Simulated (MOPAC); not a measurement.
A run for MOPAC: AM1 on C4H8 (a complex), monomers drawn apart or pushed together.

```
AM1 1SCF PRECISE CHARGE=0 THREADS=1
C4H8

C      0.42229757 1    -0.24328049 1    -0.58113659 1
C     -0.33587133 1     0.00520841 1     0.31109152 1
H      1.09553213 1    -0.46375577 1    -1.37326245 1
H     -1.00565897 1     0.22474297 1     1.10641608 1
C     -0.79290863 1     0.36174087 1     6.28034264 1
C      0.67849711 1    -0.04202999 1     6.25689148 1
H     -0.95531003 1     1.30344204 1     5.75061233 1
H     -1.15382013 1     0.49813366 1     7.30156541 1
H     -1.42169885 1    -0.39995015 1     5.81321724 1
H      1.03719290 1    -0.17761680 1     5.23519098 1
H      0.83847743 1    -0.98043819 1     6.79129765 1
H      1.30362701 1     0.71813523 1     6.72928319 1
```

The log:

```
*******************************************************************************
 **                                                                           **
 **                              MOPAC v23.2.5                                **
 **                                                                           **
 *******************************************************************************
 ** MOPAC's Digital Object Identifier: https://doi.org/10.5281/zenodo.6511958 **
 **                                                                           **
 ** Please cite the open-source release paper for use of this MOPAC version:  **
 ** J. E. Moussa and J. J. P. Stewart (2026)                                  **
 ** MOPAC: An open-source semiempirical molecular orbital program             **
 ** J. Open Source Softw., 11(119), 8025, https://doi.org/10.21105/joss.08025 **
 *******************************************************************************

                              AM1 CALCULATION RESULTS

 *******************************************************************************
 *  AM1        - The AM1 Hamiltonian to be used
 *
 *
 *
 *                 CHARGE ON SYSTEM = 0
 *
 *
 *
 *  PRECISE    - TIGHTER CRITERIA TO BE USED
 *  1SCF       - DO 1 SCF AND THEN STOP
 *  THREADS=1  - MULTI-THREADING NOT USED
 *  T=         - A TIME OF 172800.0 SECONDS REQUESTED
 *  DUMP=N     - RESTART FILE WRITTEN EVERY 7200.0 SECONDS REQUESTED
 *******************************************************************************
AM1 1SCF PRECISE CHARGE=0 THREADS=1
 C4H8

   ATOM   CHEMICAL          X               Y               Z
  NUMBER   SYMBOL      (ANGSTROMS)     (ANGSTROMS)     (ANGSTROMS)

     1       C          0.42229757  *  -0.24328049  *  -0.58113659  *
     2       C         -0.33587133  *   0.00520841  *   0.31109152  *
     3       H          1.09553213  *  -0.46375577  *  -1.37326245  *
     4       H         -1.00565897  *   0.22474297  *   1.10641608  *
     5       C         -0.79290863  *   0.36174087  *   6.28034264  *
     6       C          0.67849711  *  -0.04202999  *   6.25689148  *
     7       H         -0.95531003  *   1.30344204  *   5.75061233  *
     8       H         -1.15382013  *   0.49813366  *   7.30156541  *
     9       H         -1.42169885  *  -0.39995015  *   5.81321724  *
    10       H          1.03719290  *  -0.17761680  *   5.23519098  *
    11       H          0.83847743  *  -0.98043819  *   6.79129765  *
    12       H          1.30362701  *   0.71813523  *   6.72928319  *



          CARTESIAN COORDINATES

    NO.       ATOM           X           Y           Z

     1         C          0.4223     -0.2433     -0.5811
     2         C         -0.3359      0.0052      0.3111
     3         H          1.0955     -0.4638     -1.3733
     4         H         -1.0057      0.2247      1.1064
     5         C         -0.7929      0.3617      6.2803
     6         C          0.6785     -0.0420      6.2569
     7         H         -0.9553      1.3034      5.7506
     8         H         -1.1538      0.4981      7.3016
     9         H         -1.4217     -0.4000      5.8132
    10         H          1.0372     -0.1776      5.2352
    11         H          0.8385     -0.9804      6.7913
    12         H          1.3036      0.7181      6.7293

  H: (AM1): M.J.S. DEWAR ET AL, J. AM. CHEM. SOC. 107 3902-3909 (1985)
  C: (AM1): M.J.S. DEWAR ET AL, J. AM. CHEM. SOC. 107 3902-3909 (1985)

           Empirical Formula: C4 H8  =    12 atoms



      MOLECULAR POINT GROUP   :   Cs


      RHF CALCULATION, NO. OF DOUBLY OCCUPIED LEVELS = 12


 -------------------------------------------------------------------------------
 AM1 1SCF PRECISE CHARGE=0 THREADS=1
 C4H8



     1SCF WAS SPECIFIED, SO BFGS WAS NOT USED
     SCF FIELD WAS ACHIEVED


                              AM1 CALCULATION
                                                       MOPAC v23.2.5 Linux




          FINAL HEAT OF FORMATION =         39.34044 KCAL/MOL =     164.60039 KJ/MOL


          COSMO AREA              =        144.50 SQUARE ANGSTROMS
          COSMO VOLUME            =        109.81 CUBIC ANGSTROMS

          IONIZATION POTENTIAL    =         11.482421 EV
          HOMO LUMO ENERGIES (EV) =        -11.482  2.052
          NO. OF FILLED LEVELS    =         12
          MOLECULAR WEIGHT        =         56.1072         POINT GROUP:  Cs

          MOLECULAR DIMENSIONS (Angstroms)

            Atom       Atom       Distance
            H     8    H     3     9.01318
            H     4    H    11     3.65118
            H    12    H     9     2.32271


          SCF CALCULATIONS        =          1





   ATOM   CHEMICAL          X               Y               Z
  NUMBER   SYMBOL      (ANGSTROMS)     (ANGSTROMS)     (ANGSTROMS)

     1       C          0.42229757  *  -0.24328049  *  -0.58113659  *
     2       C         -0.33587133  *   0.00520841  *   0.31109152  *
     3       H          1.09553213  *  -0.46375577  *  -1.37326245  *
     4       H         -1.00565897  *   0.22474297  *   1.10641608  *
     5       C         -0.79290863  *   0.36174087  *   6.28034264  *
     6       C          0.67849711  *  -0.04202999  *   6.25689148  *
     7       H         -0.95531003  *   1.30344204  *   5.75061233  *
     8       H         -1.15382013  *   0.49813366  *   7.30156541  *
     9       H         -1.42169885  *  -0.39995015  *   5.81321724  *
    10       H          1.03719290  *  -0.17761680  *   5.23519098  *
    11       H          0.83847743  *  -0.98043819  *   6.79129765  *
    12       H          1.30362701  *   0.71813523  *   6.72928319  *

                             CARTESIAN COORDINATES

   1    C        0.422297570    -0.243280490    -0.581136590
   2    C       -0.335871330     0.005208410     0.311091520
   3    H        1.095532130    -0.463755770    -1.373262450
   4    H       -1.005658970     0.224742970     1.106416080
   5    C       -0.792908630     0.361740870     6.280342640
   6    C        0.678497110    -0.042029990     6.256891480
   7    H       -0.955310030     1.303442040     5.750612330
   8    H       -1.153820130     0.498133660     7.301565410
   9    H       -1.421698850    -0.399950150     5.813217240
  10    H        1.037192900    -0.177616800     5.235190980
  11    H        0.838477430    -0.980438190     6.791297650
  12    H        1.303627010     0.718135230     6.729283190


           Empirical Formula: C4 H8  =    12 atoms



      MOLECULAR POINT GROUP   :   Cs


                  EIGENVALUES
 -33.31110 -32.99271 -24.13231 -20.62652 -15.43763 -14.92081 -14.90118 -13.19540
 -11.95155 -11.93785 -11.48243 -11.48242   2.05235   2.05241   3.58306   4.22343
   4.22945   4.57741   5.05976   5.09424   5.09746   5.11686   5.43443   6.74188


              NET ATOMIC CHARGES AND DIPOLE CONTRIBUTIONS

  ATOM NO.   TYPE          CHARGE      No. of ELECS.   s-Pop       p-Pop
    1          C          -0.218923        4.2189     1.26075     2.95817
    2          C          -0.218576        4.2186     1.26080     2.95778
    3          H           0.218683        0.7813     0.78132
    4          H           0.218816        0.7812     0.78118
    5          C          -0.208169        4.2082     1.21474     2.99343
    6          C          -0.207840        4.2078     1.21441     2.99343
    7          H           0.068800        0.9312     0.93120
    8          H           0.069084        0.9309     0.93092
    9          H           0.068809        0.9312     0.93119
   10          H           0.070100        0.9299     0.92990
   11          H           0.069607        0.9304     0.93039
   12          H           0.069610        0.9304     0.93039
 DIPOLE           X         Y         Z       TOTAL
 POINT-CHG.     0.015    -0.004     0.007     0.017
 HYBRID        -0.005     0.001     0.003     0.006
 SUM            0.010    -0.003     0.010     0.015


          ATOMIC ORBITAL ELECTRON POPULATIONS

     Atom    s        px        py        pz
    1  C   1.26075   0.98281   0.99824   0.97712
    2  C   1.26080   0.98309   0.99809   0.97660
    3  H   0.78132
    4  H   0.78118
    5  C   1.21474   0.96128   1.01274   1.01940
    6  C   1.21441   0.96011   1.01438   1.01894
    7  H   0.93120
    8  H   0.93092
    9  H   0.93119
   10  H   0.92990
   11  H   0.93039
   12  H   0.93039

 **********************
 *                    *
 * JOB ENDED NORMALLY *
 *                    *
 **********************




 == MOPAC DONE ==
```

The run finished.

Cost: around 0.04 core-seconds (rough).
